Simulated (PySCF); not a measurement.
C₈H₈S, SMILES C(c1ccc(s1)C=C)=C, GFN2-xTB optimised geometry.

```
17

C     -2.29    -2.90     0.00
C     -0.96    -2.94     0.00
C     -0.10    -1.80     0.00
C      1.27    -1.80     0.00
C      1.83    -0.51     0.00
C      0.89     0.49     0.00
C      1.14     1.91     0.00
C      0.20     2.85     0.00
S     -0.71    -0.17     0.00
H     -2.82    -1.96     0.00
H     -2.89    -3.79     0.00
H     -0.45    -3.89     0.00
H      1.86    -2.70     0.00
H      2.89    -0.32     0.00
H      2.19     2.18     0.00
H      0.45     3.89     0.00
H     -0.85     2.59     0.00
```

Density from PySCF 2.14.0 with CAM-B3LYP/def2-SVP at that geometry.

Minimum of the electron density along straight lines between bonded atoms, close to the bond critical point (lines longer than 1.1 times the sum of covalent radii, or with two minima, are not listed):

```csv
bond,length / Å,ρ at the minimum / e bohr⁻³,∇²ρ there / e bohr⁻⁵,position (fraction from the first atom)
C1–C2,1.330,0.343,-0.92,0.49
C2–C3,1.436,0.286,-0.73,0.49
C3–C4,1.373,0.319,-0.81,0.51
C4–C5,1.401,0.305,-0.78,0.50
C5–C6,1.373,0.319,-0.81,0.49
C6–C7,1.436,0.286,-0.73,0.51
C7–C8,1.330,0.343,-0.92,0.51
C3–S9,1.739,0.211,-0.45,0.47
C6–S9,1.739,0.211,-0.45,0.47
C1–H10,1.078,0.283,-1.09,0.64
C1–H11,1.075,0.284,-1.11,0.64
C2–H12,1.083,0.282,-1.08,0.64
C4–H13,1.076,0.284,-1.10,0.64
C5–H14,1.076,0.284,-1.10,0.64
C7–H15,1.083,0.282,-1.08,0.64
C8–H16,1.075,0.284,-1.11,0.64
C8–H17,1.078,0.283,-1.09,0.64
```
